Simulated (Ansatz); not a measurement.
Cost and result for the atomization energy of CH4AlBO, SMILES `[CH3][Al]1[BH][O]1` (8 atoms, 8 bonds).

Z-matrix (Å, degrees):
```
C
Al 1 1.943
H 1 1.091 2 113.1
H 1 1.094 2 109.7 3 121.1
H 1 1.094 2 109.7 3 -121.1
B 2 1.995 1 160.9 3 179.9
O 2 1.816 1 120.4 3 179.9
H 6 1.197 2 166.0 1 -180.0
```

Total charge 0; spin multiplicity 1. Geometry: relaxed with PBE0-D4/def2-TZVP. Program: Ansatz. All runs use 2 threads of an Arm Neoverse V1 on a shared host. Times are those of one run each, without the atoms' runs, and a repeat can differ threefold. Electronic energies, without spin–orbit coupling; frozen cores. CCSD(T)/CBS adds CCSD(T) − MP2 in def2-TZVPP to the MP2 limit, and its time is that of the two runs behind it. T1 = 0.016. B3LYP takes the VWN-RPA correlation (the form of Gaussian; ORCA's B3LYP/G).

CCSD(T)/CBS is a level of theory with its own doubt, some kJ/mol a heavy atom from the limit and from the frozen cores, so smaller differences don't rank the functionals.

```
                             level  functions  wall time
                  CCSD(T)/def2-SVP         80      1.9 s
              revPBE-D4/def2-TZVPP        191      2.1 s
                BLYP-D4/def2-TZVPP        191      2.1 s
           CAM-B3LYP-D4/def2-TZVPP        191      3.2 s
 B3LYP-D4/def2-TZVPP (with forces)        191      3.7 s
                 B2PLYP/def2-TZVPP        191      4.9 s
               PBE-QIDH/def2-TZVPP        191      4.9 s
r2SCAN-D4/def2-TZVPP (with forces)        191        5 s
                ωB97X-V/def2-TZVPP        191        8 s
                 B97M-V/def2-TZVPP        191      9.5 s
                    MP2/def2-QZVPP        361       16 s
                CCSD(T)/def2-TZVPP        191       44 s
                 CCSD(T)/CBS(def2)          –       60 s
```

**Question.** What atomization energy does each give, and how far from CCSD(T)/CBS? (Estimate.)

**Answer.** Computed: 
```json
{"level": "CCSD(T)/def2-SVP", "atomization (kcal/mol)": "675.2", "difference from CCSD(T)/CBS": "-34.1", "per bond": "-4.3"}
{"level": "revPBE-D4/def2-TZVPP", "atomization (kcal/mol)": "706.2", "difference from CCSD(T)/CBS": "-3.1", "per bond": "-0.4"}
{"level": "BLYP-D4/def2-TZVPP", "atomization (kcal/mol)": "709.9", "difference from CCSD(T)/CBS": "0.6", "per bond": "0.1"}
{"level": "CAM-B3LYP-D4/def2-TZVPP", "atomization (kcal/mol)": "712.8", "difference from CCSD(T)/CBS": "3.5", "per bond": "0.4"}
{"level": "B3LYP-D4/def2-TZVPP (with forces)", "atomization (kcal/mol)": "709.5", "difference from CCSD(T)/CBS": "0.2", "per bond": "0.0"}
{"level": "B2PLYP/def2-TZVPP", "atomization (kcal/mol)": "704.5", "difference from CCSD(T)/CBS": "-4.8", "per bond": "-0.6"}
{"level": "PBE-QIDH/def2-TZVPP", "atomization (kcal/mol)": "706.5", "difference from CCSD(T)/CBS": "-2.8", "per bond": "-0.3"}
{"level": "r2SCAN-D4/def2-TZVPP (with forces)", "atomization (kcal/mol)": "718.0", "difference from CCSD(T)/CBS": "8.7", "per bond": "1.1"}
{"level": "ωB97X-V/def2-TZVPP", "atomization (kcal/mol)": "710.8", "difference from CCSD(T)/CBS": "1.5", "per bond": "0.2"}
{"level": "B97M-V/def2-TZVPP", "atomization (kcal/mol)": "716.4", "difference from CCSD(T)/CBS": "7.1", "per bond": "0.9"}
{"level": "MP2/def2-QZVPP", "atomization (kcal/mol)": "718.8", "difference from CCSD(T)/CBS": "9.5", "per bond": "1.2"}
{"level": "CCSD(T)/def2-TZVPP", "atomization (kcal/mol)": "691.5", "difference from CCSD(T)/CBS": "-17.8", "per bond": "-2.2"}
{"level": "CCSD(T)/CBS(def2)", "atomization (kcal/mol)": "709.3", "difference from CCSD(T)/CBS": "0.0", "per bond": "0.0"}
```

Leaving LDA and LC-ωPBE aside and taking each functional with its dispersion term where it has one, the values, not all of them listed here, spread over 37.8 kcal/mol, from BHLYP-D4 to PBE-D4. LDA lies +88.1 kcal/mol from PBE without D4, its usual overbinding. From r2SCAN to r2SCAN0 (25 % exact exchange), in def2-TZVPP and without D4, the atomization energy moves by −14.0 kcal/mol: exact exchange takes away binding that semilocal exchange gives to molecules. The D4 term adds +4.5 kcal/mol with B3LYP and +2.3 kcal/mol with PBE0; it sums over pairs of atoms, weighted by their polarisabilities, and B3LYP, whose exchange is more repulsive, gets the larger term.
